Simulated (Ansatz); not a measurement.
# One elementary step

Start structure (SiH2F4, singlet), relaxed at PBE0-D4/def2-TZVP:

| atom | x (Å) | y (Å) | z (Å) |
| --- | --- | --- | --- |
| Si1 | -0.7079 | 0.5964 | 0.5769 |
| F2 | 0.5927 | -0.0554 | 1.1450 |
| F3 | -0.8426 | 0.2640 | -0.9431 |
| F4 | -0.6375 | 2.1453 | 0.7654 |
| F5 | -1.9476 | 0.0347 | 1.3431 |
| H6 | 1.9806 | -1.5387 | -1.1381 |
| H7 | 1.5625 | -1.4462 | -1.7493 |

The step: SiF₄ ([F][Si]([F])([F])[F]) + H₂ → SiHF₃ ([F][SiH]([F])[F]) + HF; bonds formed: Si1–H7, F2–H6; bonds broken: Si1–F2, H6–H7. Ansatz 0.2.0; basis: def2-TZVPP and def2-QZVPP; cores frozen in the correlated methods. Extrapolation: Hartree–Fock as exp(−7.88 √X), correlation as X^−2.97. Energies below are by CCSD(T) at an estimated basis limit (MP2 extrapolated from triple and quadruple zeta, plus CCSD(T) − MP2 in triple zeta).

**Question.** What are the electronic barrier and the energy of the step, from the start structure to the end structure? (Judge from chemistry; the value comes from the calculation.)

**Answer.** The calculation gives: Barrier 264.9 kJ/mol; step energy 113.1 kJ/mol (uphill); reverse barrier, their difference, 151.8 kJ/mol. Barrier and step energy count from the start structure, the reverse barrier from the end structure.

The saddle point: One imaginary mode of 1059i cm⁻¹.
| pair | start (Å) | saddle (Å) | end (Å) |
| --- | --- | --- | --- |
| Si1–H7 | 3.84 | 1.65 | 1.46 |
| F2–H6 | 3.06 | 1.17 | 0.92 |
| Si1–F2 | 1.56 | 1.85 | 3.45 |
| H6–H7 | 0.75 | 1.01 | 3.18 |

Zero-point energy (harmonic, PBE0-D4): ZPE is 62.0 kJ/mol at the start and 70.9 kJ/mol at the saddle, so the barrier goes from 264.9 to 273.7 kJ/mol.

No T1 diagnostic of these runs exceeds 0.013.

Labels in which every atom is bracketed show which atoms are joined, not bond orders.

For scale, one of the runs: CCSD(T)/def2-TZVPP, 194 basis functions, launched by `ansatz run in.yaml --threads 4 --pin off --events-out ev --progress --plain --max-ram 9574MiB`. Hardware: 4 CPU threads of an Intel Xeon, shared host. Wall time 86 s; peak host memory 2.5 GiB.
